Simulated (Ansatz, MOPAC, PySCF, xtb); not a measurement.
Dimer: SiH4 (SMILES [SiH4]) (first 5 atoms) with CH3Br (SMILES CBr); geometry from B3LYP-D3(BJ)/def2-TZVP, rigid monomers moved along the line of their centres of mass till Si1···Br7 is 3.42 Å.
(charge 0, multiplicity 1):
```xyz
10

Si    -0.0443    -0.3024     0.0989
H      0.6309    -1.5814     0.4011
H     -1.4102    -0.3016     0.6688
H     -0.1368    -0.1274    -1.3701
H      0.7252     0.8259     0.6690
C     -0.8663     1.2468     3.2401
Br     0.0426    -0.4651     3.5115
H     -0.1903     1.8915     2.6898
H     -1.0948     1.6555     4.2180
H     -1.7688     1.0506     2.6724
```

Monomers are frozen at their geometry in the pair; levels with a basis set take the counterpoise correction.

The state reached by PM3 isn't checked.

Run with Ansatz (a quantum-chemistry and plane-wave program) with Gaussian orbitals; MOPAC for PM3 (differences of heats of formation); PySCF for the dispersion terms; xtb for the GFN methods. Each number belongs to the level named beside it.

### Question
One of these levels gives 44.3 meV for the interaction energy. Which one is it?
(A) PBE0/def2-TZVPPD
(B) PM3
(C) PBE-D3(BJ)/def2-TZVPPD
(D) GFN1-xTB

### Answer
B, PM3. The others give -241.1 (GFN1-xTB), -49.2 (PBE-D3(BJ)/def2-TZVPPD), 28.4 (PBE0/def2-TZVPPD)
